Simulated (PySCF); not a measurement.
# Electronic structure of B²⁺ (boron, charge +2) at the M06-L level

Configuration: [He] 2s1, 2S determinant. Computed with PySCF 2.14 in Sapporo-DZP-2012, with the spin-free X2C one-electron Hamiltonian (Gaussian nucleus).

```
Total energy                        : -23.4419 hartree
One-electron energy                 : -27.7511 hartree
Hartree (Coulomb) energy            : 7.6066 hartree
Exchange-correlation energy         : -3.2974 hartree
⟨S²⟩                                : 0.7500
⟨L²⟩                                : 0.000
Sum of ⟨r⟩                          : 2.280 bohr
Sum of ⟨r²⟩                         : 3.376 bohr²
Langevin diamagnetic susceptibility : -2.67 ×10⁻⁶ cm³/mol
Time after the integrals            : 0.05 s of wall time on 1 thread of Neoverse-V2 (shared host)
```

```csv
shell,electrons,mean orbital energy (hartree),"rms radius, mean of both spins (bohr)"
1s α,1,-7.87917,0.378
1s β,1,-7.86288,0.378
2s α,1,-1.20475,1.76
```
